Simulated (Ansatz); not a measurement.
System: C3H6NO (charge 0, doublet). It need not be the lowest isomer of its formula. 
Structure (B3LYP-D3(BJ)/def2-TZVP (Ansatz, an electronic-structure program) minimum search):
```
N
C 1 1.3334
O 2 1.1974 1 130.60
C 1 1.4502 2 120.92 3 180.00
H 4 1.0872 1 108.96 2 0.00
H 4 1.0935 5 109.12 1 120.87
H 4 1.0935 5 109.12 6 118.27
C 1 1.4614 2 121.55 3 0.00
H 8 1.0865 1 108.76 2 0.00
H 8 1.0928 9 109.43 1 120.51
H 8 1.0928 9 109.43 10 118.98
```
Charge 0, spin multiplicity 2.

Property: atomisation energy (electronic, to ground-state atoms), in kcal/mol. Valence correlation only, unless marked. Open shells are spin-unrestricted. No spin-orbit coupling. Non-relativistic. The coupled-cluster limit lacks core correlation, which all-electron functionals hold. CBS marks a two-point X^-3 extrapolation of the correlation energy; Hartree-Fock from the larger set. [CCSD(T)-MP2]/basis is that difference in the basis named.

```tsv
level	program	atomisation energy (kcal/mol)
B3LYP/def2-TZVPD	Ansatz	1046.5
PBE0-D4/def2-TZVP	Ansatz + dftd4	1058.0
```

Predict the RI-MP2/CBS(cc-pVTZ,cc-pVQZ)+[CCSD(T)-MP2]/cc-pVTZ result (Ansatz).

1045.0 kcal/mol, so PBE0-D4/def2-TZVP differs from it by 13.0 kcal/mol.
